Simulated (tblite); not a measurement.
CBrCl₃.
Atom-mapped SMILES: `[Cl:1][C:2]([Cl:3])([Cl:4])[Br:5]`

Computed with GFN2-xTB (tblite), gas phase: L-BFGS steps from a force-field or distance-geometry start until the largest atomic force falls under 0.01 eV/Å.

Geometry at step 0:
```
atom  x, y, z in Å
Cl1    -0.8773    1.5418   -0.1951
C2     -0.0532   -0.0031   -0.0069
Cl3    -0.5628   -1.1542   -1.2464
Cl4    -0.3680   -0.6688    1.6071
Br5     1.8699    0.2872   -0.1759
```

Question: What forces act on the atoms?

Answer: 
```tsv
atom	Fx (eV/Å)	Fy (eV/Å)	Fz (eV/Å)
Cl1	-0.117	0.001	-0.039
C2	0.129	-0.074	0.110
Cl3	-0.096	0.039	0.008
Cl4	-0.096	-0.002	-0.036
Br5	0.181	0.035	-0.043
```

The largest, 0.19 eV/Å, acts on Br5 (C2 within 3 % of it); the rms over all components is 0.084 eV/Å. The forces sum to zero within rounding, as they must for an isolated molecule in no field.

Question: Give the force on Br5 in Eh/bohr and in nN.

Answer: 0.189 eV/Å ÷ 51.422 = 0.00368 Eh/bohr, and 0.189 eV/Å × 1.602 = 0.30 nN.

Question: How far is this geometry from the end of the optimisation?

Answer: 0.005 eV above it, and 0.015 Å rms away after alignment. The bonds farthest from their final lengths, with half the difference of the two atoms' forces along the bond (positive lengthens):

```tsv
bond	now (Å)	final (Å)	force along bond (eV/Å)
C2–Br5	1.952	1.962	+0.04
Cl1–C2	1.761	1.768	+0.10
C2–Cl4	1.774	1.768	-0.06
```

The angle farthest from its final value is Cl1–C2–Cl3, 111.2° against 109.8°.

The cost below is that of the whole relaxation. The run took under 0.1 s wall on an Arm Neoverse V2 with one thread, shared host with 96 logical CPUs at a one-minute load of 68.
